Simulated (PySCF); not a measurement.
**Which determinant of InP⁺ lies lowest?**

Unrestricted PBE0; basis In def2-SVPD with ECP28, P def2-SVPD; scalar-relativistic core potentials; PySCF 2.14. Outer shells of the fragments: In+ 4d10 5s2; P 3s2 3p3.

Followed along the bond (rough minima from three points):

| 2Ms+1 | unpaired | ⟨S²⟩ at the start | R at minimum (Å) | Te (eV) |
| --- | --- | --- | --- | --- |
| 4 | σ ↑, π ↑↑ | 3.76 | 2.98 | 0.00 |
| 2 | σ ↓, π ↑↑ | 1.77 | 2.80 | 0.53 |
| 2 | σ ↑, π ↑↓ | 1.77 | 2.86 | 0.63 |
| 2 | π ↑ | 0.76 | none in the scan | ≤ 1.73 |

Solutions found at the starting distance of 2.555 Å, counted from the lowest of them; the search is not exhaustive and high or unbound solutions are not listed, so other states can lie among these:

```csv
2Ms+1,unpaired,term,E (eV),⟨S²⟩,⟨Lz²⟩,μ (D)
4,"σ ↑, π ↑↑",⁴Σ⁻,0.00,3.76,0.00,0.62
2,"σ ↓, π ↑↑",mixed,0.43,1.77,0.00,0.45
2,"σ ↑, π ↑↓",mixed,0.57,1.77,2.02,0.56
2,π ↑,²Π,1.56,0.76,1.02,-1.38
2,σ ↑,mixed,1.72,0.76,2.00,0.74
2,π ↑,²Π,1.98,0.75,1.01,3.52
```

A term symbol is given only where ⟨S²⟩ and ⟨Lz²⟩ are close to those of a pure state; real π, δ and φ orbitals otherwise mix terms. A positive dipole points towards P; it is taken about the centre of mass and depends on that origin.

Question: Compare the gap between the two lowest followed solutions at the starting distance with the gap between their minima.

Answer: At PBE0 the second solution (Ms = 0.5 of mixed spin, unpaired electrons σ ↓, π ↑↑) lies +0.43 eV from the first (quartet, unpaired electrons σ ↑, π ↑↑) at 2.555 Å and +0.53 eV at the minima; the two curves relax by different amounts, since their minima lie near 2.80 and 2.98 Å.

Spin–orbit coupling is left out.
